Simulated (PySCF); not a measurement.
Working with the constants of ZnO⁺

PBE0 constants of ZnO⁺, ²Π (doublet), unpaired electrons π ↑ (PySCF, scalar-relativistic core potentials, basis sets Zn cc-pVDZ-PP with ECP10, O cc-pVDZ; masses 63.9291 and 15.9949 u):

```
ωe            : 640.8 cm⁻¹
ωexe          : 5.64 cm⁻¹
Be            : 0.41396 cm⁻¹
αe            : 0.00397 cm⁻¹
De to Zn⁺ + O : 1.63 eV
```

Q: What force constant and bond length do these constants imply?

A: Reduced mass μred = 12.794 u; k = 5.8918×10⁻⁷·μred·ωe² (u, cm⁻¹, mdyn/Å) = 3.10 mdyn/Å; Re = √(16.8576/(μred·Be)) (u, cm⁻¹, Å) = 1.784 Å.

Q: Estimate the centrifugal constant D from the Kratzer relation and find the Dunham coefficient a1.

A: D = 4Be³/ωe² = 6.91e-07 cm⁻¹; a1 = −1 − αeωe/(6Be²) = -3.47.

For an ion De counts to the pair picked by the measured ionisation energies or electron affinities, which need not be the lowest pair at this level. The state was picked by a PBE0 search and need not be the measured ground state.
